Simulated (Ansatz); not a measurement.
Calculated with Ansatz (gas phase, PBE0-D4/def2-TZVP geometries, no zero-point term in ΔE). CCSD(T)/CBS adds triple-zeta CCSD(T) − MP2 to the extrapolated MP2 energy (def2 sets, frozen cores). Functionals use def2-TZVPP. B3LYP here is the variant with VWN-RPA as its local correlation; programs differ in this. For Se outer-core shells are correlated without core-valence functions, which leaves a few kJ/mol of doubt a bond. Scalar relativity is left out up to krypton. One conformer a species, not always the lowest.

Reaction (ligand exchange at the Si–N bond): `C[SiH2]N(C)C` + `B[SeH]` → `B[Se][SiH2]C` + dimethylamine

```json
{"level": "PBE-D4", "ΔE (kcal/mol)": "-4.5", "difference from CCSD(T)/CBS": "-0.9"}
{"level": "r2SCAN-D4", "ΔE (kcal/mol)": "-3.4", "difference from CCSD(T)/CBS": "0.2"}
{"level": "PBE0-D4", "ΔE (kcal/mol)": "-4.4", "difference from CCSD(T)/CBS": "-0.8"}
{"level": "B3LYP-D4", "ΔE (kcal/mol)": "-2.4", "difference from CCSD(T)/CBS": "1.2"}
{"level": "ωB97X-V", "ΔE (kcal/mol)": "-2.7", "difference from CCSD(T)/CBS": "0.9"}
{"level": "ωB97M-V", "ΔE (kcal/mol)": "-2.6", "difference from CCSD(T)/CBS": "1.0"}
{"level": "B2PLYP", "ΔE (kcal/mol)": "-2.9", "difference from CCSD(T)/CBS": "0.7"}
{"level": "PBE", "ΔE (kcal/mol)": "-4.9", "difference from CCSD(T)/CBS": "-1.3"}
{"level": "r2SCAN", "ΔE (kcal/mol)": "-3.7", "difference from CCSD(T)/CBS": "-0.1"}
{"level": "PBE0", "ΔE (kcal/mol)": "-4.8", "difference from CCSD(T)/CBS": "-1.2"}
{"level": "B3LYP", "ΔE (kcal/mol)": "-3.1", "difference from CCSD(T)/CBS": "0.5"}
{"level": "HF/def2-TZVPP", "ΔE (kcal/mol)": "-3.1", "difference from CCSD(T)/CBS": "0.5"}
{"level": "MP2/def2-TZVPP", "ΔE (kcal/mol)": "-3.1", "difference from CCSD(T)/CBS": "0.5"}
{"level": "SCS-MP2/def2-TZVPP", "ΔE (kcal/mol)": "-2.6", "difference from CCSD(T)/CBS": "1.0"}
{"level": "CCSD/def2-TZVPP", "ΔE (kcal/mol)": "-2.4", "difference from CCSD(T)/CBS": "1.2"}
{"level": "CCSD(T)/def2-TZVPP", "ΔE (kcal/mol)": "-2.5", "difference from CCSD(T)/CBS": "1.1"}
{"level": "HF/def2-QZVPP", "ΔE (kcal/mol)": "-2.9", "difference from CCSD(T)/CBS": "0.7"}
{"level": "MP2/def2-QZVPP", "ΔE (kcal/mol)": "-3.6", "difference from CCSD(T)/CBS": "0.0"}
{"level": "SCS-MP2/def2-QZVPP", "ΔE (kcal/mol)": "-3.1", "difference from CCSD(T)/CBS": "0.5"}
{"level": "HF/CBS(def2)", "ΔE (kcal/mol)": "-2.8", "difference from CCSD(T)/CBS": "0.8"}
{"level": "MP2/CBS(def2)", "ΔE (kcal/mol)": "-4.2", "difference from CCSD(T)/CBS": "-0.6"}
{"level": "CCSD/CBS(def2)", "ΔE (kcal/mol)": "-3.5", "difference from CCSD(T)/CBS": "0.1"}
{"level": "CCSD(T)/CBS", "ΔE (kcal/mol)": "-3.6", "difference from CCSD(T)/CBS": "0"}
```

Largest T1 diagnostic among the species: 0.013.
